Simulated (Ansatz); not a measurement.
`[NH2][GaH][CH2]Cl` + `CC=N` → `N=C[CH2][GaH][NH2]` + `CCl`  (formal exchange of groups at a Ga–C bond)

Calculated with Ansatz (gas phase, PBE0-D4/def2-TZVP geometries, no zero-point term in ΔE). CBS: MP2 limit from def2 TZ/QZ plus the TZ coupled-cluster correction, frozen cores. This one scheme is used for every species. DFT in def2-TZVPP. B3LYP here is the variant with VWN-RPA as its local correlation; programs differ in this. For Ga outer-core shells are correlated without core-valence functions, which leaves a few kJ/mol of doubt a bond. Scalar relativity is left out up to krypton. Each species was taken in one conformer, which may not be the lowest.

| level | ΔE (eV) |
| --- | --- |
| B3LYP-D4 | -0.11 |
| SCS-MP2/def2-QZVPP | -0.11 |

Task: What does CCSD(T)/CBS give? (Best estimate.)

Result: Ansatz gave: -0.10 eV. The listed levels differ from it by -0.01, -0.01 eV.

Largest T1 diagnostic among the species: 0.014.
